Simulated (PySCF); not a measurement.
Input of a run (PBE0-D3(BJ)/def2-SVP geometry optimisation, gas phase, def2 core potentials past Kr (PySCF 2.14.0)), started from GFN2-xTB:
```
{"job": {"xc": "PBE0", "basis": "def2-SVP", "d3": "d3bj", "grid": 1, "maxiter": 30, "shake": 0.03, "kind": "geom"}, "charge": 0, "multiplicity": 1}
Hf     0.040290    -0.071170     0.004090
O     -0.019520     0.085240     2.396070
H     -1.004670     0.012610     2.631740
H      0.362420     1.016590     2.630240
O      0.012270    -0.126240    -2.451490
H     -0.209720    -1.024020    -2.629350
H      0.988860    -0.000510    -2.667470
Cl     2.337960    -0.123440    -0.458450
Cl    -2.328490     0.151200     0.549150
Cl     0.199960     2.312300     0.392290
Cl    -0.281290    -2.318050    -0.365930
```

Output (energies in Eh, forces in Eh/bohr):
```
step   0  E = -2040.54836644  max force = 0.044370
step   1  E = -2040.56086496  max force = 0.029317
step   2  E = -2040.57070711  max force = 0.031570
step   3  E = -2040.57405777  max force = 0.005390
step   4  E = -2040.57476760  max force = 0.011892
step   5  E = -2040.57547720  max force = 0.003150
step   6  E = -2040.57582150  max force = 0.003251
step   7  E = -2040.57675480  max force = 0.004992
step   8  E = -2040.57478792  max force = 0.020144
step   9  E = -2040.57956568  max force = 0.007093
step  10  E = -2040.58082326  max force = 0.004991
step  11  E = -2040.58210126  max force = 0.010632
step  12  E = -2040.58478169  max force = 0.004480
step  13  E = -2040.58601835  max force = 0.003736
step  14  E = -2040.58720251  max force = 0.006792
step  15  E = -2040.58924575  max force = 0.003971
step  16  E = -2040.58961148  max force = 0.002195
step  17  E = -2040.58942433  max force = 0.003911
step  18  E = -2040.58992095  max force = 0.002212
step  19  E = -2040.59002916  max force = 0.000950
step  20  E = -2040.59004200  max force = 0.000862
step  21  E = -2040.59004740  max force = 0.000513
step  22  E = -2040.59005636  max force = 0.000371
optimisation converged
```

Task: Summarise the run.

Result: The energy falls by 109.5 kJ/mol over 23 energy and gradient evaluations, the largest force component goes from 0.0444 to 3.7e-04 Eh/bohr, and the atoms move by 0.630 Å rms after alignment. The bond that changes most is Hf1–O5 (ends: hafnium bonded to 4 Cl and 2 O; oxygen bonded to Hf and 2 H), which shortens by 0.211 Å. Bonds longer at the end by more than 0.005 Å: 3 of 10; shorter: 7. Among the angles that change most is O2–Hf1–Cl8, from 102.9° to 75.0°. Among the dihedrals that turn most is Cl8–Hf1–O5–H7, from -9° to -76°. The energy rose by more than 1e-6 Eh at steps 8 and 17. The first step brought 30 % of the lowering.

Task: What are the final bond lengths?

Result: Hf1–O2 2.244 Å, Hf1–O5 2.245 Å, Hf1–Cl8 2.410 Å, Hf1–Cl9 2.406 Å, Hf1–Cl10 2.409 Å, Hf1–Cl11 2.404 Å, O2–H3 0.968 Å, O2–H4 0.967 Å, O5–H6 0.968 Å, O5–H7 0.967 Å. Numbering counts from 1 in the input's order; the species is trans-Hf(H2O)2Cl4, `[OH2]->[Hf](<-[OH2])([Cl])([Cl])([Cl])[Cl]`.

The run used 152 basis functions and 171 SCF cycles in all.

PBE0-D3(BJ)/def2-SVP frequencies: not computed here.
